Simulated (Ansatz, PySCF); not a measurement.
Dimer: CH4O (SMILES CO) (first 6 atoms) with H2 (SMILES [H][H]); geometry from B3LYP-D3(BJ)/def2-TZVP, rigid monomers moved along the line of their centres of mass till O2···H7 is 2.29 Å.
(charge 0, multiplicity 1):
```json
[
 {"atom": "C", "x (Å)": "0.6856", "y (Å)": "0.3495", "z (Å)": "-0.3547"},
 {"atom": "O", "x (Å)": "-0.6614", "y (Å)": "0.2028", "z (Å)": "0.0765"},
 {"atom": "H", "x (Å)": "1.3729", "y (Å)": "-0.2815", "z (Å)": "0.2193"},
 {"atom": "H", "x (Å)": "0.9563", "y (Å)": "1.3913", "z (Å)": "-0.1904"},
 {"atom": "H", "x (Å)": "0.8022", "y (Å)": "0.1252", "z (Å)": "-1.4204"},
 {"atom": "H", "x (Å)": "-0.9365", "y (Å)": "-0.7074", "z (Å)": "-0.0722"},
 {"atom": "H", "x (Å)": "-0.2087", "y (Å)": "-0.1596", "z (Å)": "2.2957"},
 {"atom": "H", "x (Å)": "0.0608", "y (Å)": "-0.3990", "z (Å)": "2.9490"}
]
```

Counterpoise-corrected where a basis set is named; no monomer relaxation. Rows marked so take none.

Correlated levels freeze the cores. CBS(a, b) extrapolates the correlation energy as X⁻³ and adds the Hartree–Fock energy of set b. Rows in 3-21G carry no dispersion term and start afresh at each structure.

Programs: Ansatz (a quantum-chemistry and plane-wave program) with Gaussian orbitals; PySCF for 3-21G rows, the dispersion terms. Each number belongs to the level named beside it.

What is the computed interaction energy (B3LYP/3-21G (no counterpoise))?

-4.0 kcal/mol
